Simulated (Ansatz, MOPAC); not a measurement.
Pair of molecules: HF (SMILES F) (first 2 atoms) with CH4O (SMILES CO); geometry from B3LYP-D3(BJ)/def2-TZVP, rigid monomers moved along the line of their centres of mass till H2···O4 is 1.48 Å.
(charge 0, multiplicity 1):
```
atom    x (Å)    y (Å)   z (Å)
----  -------  -------  ------
F      0.0851   0.0129  0.2358
H     -0.2159  -0.0603  1.1336
C      0.5221   0.3914  3.3491
O     -0.5472  -0.1683  2.5753
H      0.2505   0.4436  4.4052
H      0.6811   1.3985  2.9713
H      1.4439  -0.1825  3.2301
H     -0.7222  -1.0682  2.8707
```

Monomers are frozen at their geometry in the pair; levels with a basis set take the counterpoise correction.

Frozen-core correlation. CBS: X⁻³ extrapolation of the correlation energy, Hartree–Fock from the larger set. The state that AM1 reach isn't checked.

Programs: Ansatz (an electronic-structure program); MOPAC for AM1 (differences of heats of formation). 

**Question.** Estimate the interaction energy that AM1 returns for this input.

**Answer.** 9.5 kcal/mol

**Question.** What is the computed interaction energy (MP2/CBS(aug-cc-pVDZ, aug-cc-pVTZ) + ΔCCSD(T)/aug-cc-pVDZ)?

**Answer.** -8.8 kcal/mol

**Question.** What is the computed interaction energy (PBE0/def2-TZVPPD)?

**Answer.** -9.8 kcal/mol
